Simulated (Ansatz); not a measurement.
```yaml
crystal:
  periodic: [false, false, false]
  atoms:
    - {symbol: F, position_ang: [0.562186, 0.469339, 1.169667]}
    - {symbol: C, position_ang: [-0.038176, 0.294389, 0.576482]}
    - {symbol: C, position_ang: [-0.090349, -0.577778, 0.271832]}
    - {symbol: F, position_ang: [0.691493, -1.159541, 0.511500]}
    - {symbol: F, position_ang: [-0.826915, -1.180676, 0.524729]}
    - {symbol: C, position_ang: [-0.106790, -0.275687, -0.596022]}
    - {symbol: C, position_ang: [0.214493, 0.539950, -0.286901]}
    - {symbol: F, position_ang: [0.976836, 0.757495, -0.446795]}
    - {symbol: F, position_ang: [-0.225935, 1.390122, -0.576785]}
    - {symbol: H, position_ang: [-0.747995, 0.593612, 0.723449]}
    - {symbol: H, position_ang: [0.293903, -0.674219, -1.013209]}
    - {symbol: H, position_ang: [-0.716983, -0.290680, -0.966355]}
basis:
  gaussian: {orbitals: "6-31++G**"}
hamiltonian: {xc: {name: wPBEh}}
scf: {lower_state_search: off}
```

```sh
$ ansatz run in.yaml --threads 2 --pin off --events-out ev --progress --plain --max-ram 32768MiB --backend cpu
```

Shortened log:

```
Functional definition: wPBEh
1756 factors; their error is unknown
121 factors; integrals over basis functions are off by at most 2.3e-7 eV
mean field evaluation 1: about -17540.7494 eV, gradient 2.0e2 eV
mean field evaluation 2: about -17217.0377 eV, gradient 4.1e2 eV
mean field evaluation 4: about -17596.0389 eV, gradient 2.0e1 eV
mean field evaluation 8: about -17596.5244 eV, gradient 1.6e0 eV
mean field evaluation 16: about -17596.5291 eV, gradient 1.9e-1 eV
mean field -17596.60067718 eV, -646.6631474822 hartree, gradient 5.5e-6 eV, S^2 0.000000; 0 other end points of the search recorded, 0 dependent functions left out
reference -17596.60076647 eV, -646.6631507634 hartree; 36, 36 occupied and 153, 153 virtual orbitals, 1756 factors
Total energy: -17596.60076647 eV, -646.6631507634 hartree
Checks for a lower state left out: stability, starts, cluster_reference, orbital_swaps, neighbouring_geometries, increment
```

(1) Something in this input is off. What?

Answers

(1) The geometry is squeezed to about two thirds of its size. Self-consistency was reached. The result belongs to that input, not to the molecule as meant.
